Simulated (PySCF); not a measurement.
Lowest singlet excitation (eV) of eight silicon and germanium compounds: TDA-PBE beside TDA-LC-ωPBE, computed with PySCF for isolated molecules in the bases named; differences from unrounded values. The eight are the first of their class met in an unordered collection, after screening for sound electronic states; none was chosen by its value. Each molecule has one DFT geometry for both levels.

```csv
molecule,basis,TDA-LC-ωPBE,TDA-PBE,difference
"C₃H₈O₂Si, SMILES C=C[Si@@H](O)OC",def2-SVPD,6.80,5.08,-1.73
"CH₅FO₂Si₂, SMILES C1O[Si@@H](O[SiH2]1)F",def2-SVPD,7.46,5.96,-1.51
"GeH₇NSi, SMILES N[SiH2][GeH3]",def2-SVPD,6.24,5.14,-1.10
"Si(H)(vinyl)(NH2)2 (C₂H₈N₂Si), SMILES C=C[SiH](N)N",def2-SVPD,6.52,4.40,-2.12
"Si(Cl)3(SeH) (Cl3HSeSi), SMILES Cl[Si](Cl)(Cl)[SeH]",def2-SVPD,5.42,4.65,-0.77
"F4H2SSi2, SMILES F[SiH2]S[Si](F)(F)F",def2-SVPD,7.11,6.18,-0.93
"CH₆ClGeN, SMILES [CH3][Ge@H]([NH2])[Cl]",def2-SVPD,7.40,6.13,-1.27
"CH₅F₂NSi₂, SMILES F[SiH2]/C=N/[SiH2]F",def2-SVPD,3.59,3.38,-0.21
```

TDA-PBE lies below TDA-LC-ωPBE in 8 and above it in 0 of the eight; the mean signed difference is -1.21 and the largest -2.12 eV.
